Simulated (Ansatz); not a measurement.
C3H4F2O3Ti (`[OH][Ti-]1([F])([F])[O]C=CC=[O+]1`). Total charge 0; spin multiplicity 1. The geometry is a stationary point of PBE0-D4/def2-TZVP. It is one conformer, not always the lowest.

```xyz
13

O    -0.731    2.316    0.724
Ti   -1.258    0.863   -0.170
F    -1.867    1.664   -1.628
F    -2.783    0.164    0.368
O    -0.344   -0.311    1.237
C     0.650   -1.073    1.210
C     1.393   -1.368    0.065
C     1.039   -0.809   -1.145
O     0.076   -0.001   -1.339
H    -0.957    3.205    0.433
H     0.936   -1.538    2.161
H     2.232   -2.045    0.122
H     1.614   -1.068   -2.039
```

Task: What is the dipole moment at B3LYP/def2-TZVPP? (An estimate is asked.)

Result: Ansatz gave: 4.54 D, with components (4.22, -1.64, 0.40) D in this frame, pointing from negative to positive charge.

Task: And with PBE, r2SCAN, ωB97M-V? (Best estimate.)

Result: The calculation gave: PBE 4.18 D, r2SCAN 4.36 D, ωB97M-V 4.46 D.

Task: Give the Mulliken charges with B3LYP, PBE, r2SCAN in def2-TZVPP. (An estimate is asked.)

Result: Ansatz gave: 
| atom | B3LYP | PBE | r2SCAN |
| --- | --- | --- | --- |
| O1 | -0.43 | -0.38 | -0.44 |
| Ti2 | 0.96 | 0.75 | 0.93 |
| F3 | -0.36 | -0.30 | -0.35 |
| F4 | -0.37 | -0.32 | -0.36 |
| O5 | -0.26 | -0.20 | -0.28 |
| C6 | 0.22 | 0.19 | 0.30 |
| C7 | -0.23 | -0.21 | -0.25 |
| C8 | 0.21 | 0.18 | 0.28 |
| O9 | -0.32 | -0.25 | -0.34 |
| H10 | 0.21 | 0.21 | 0.22 |
| H11 | 0.12 | 0.10 | 0.09 |
| H12 | 0.12 | 0.11 | 0.09 |
| H13 | 0.13 | 0.11 | 0.10 |

B3LYP here is the variant with VWN-RPA as its local correlation; programs differ in this.
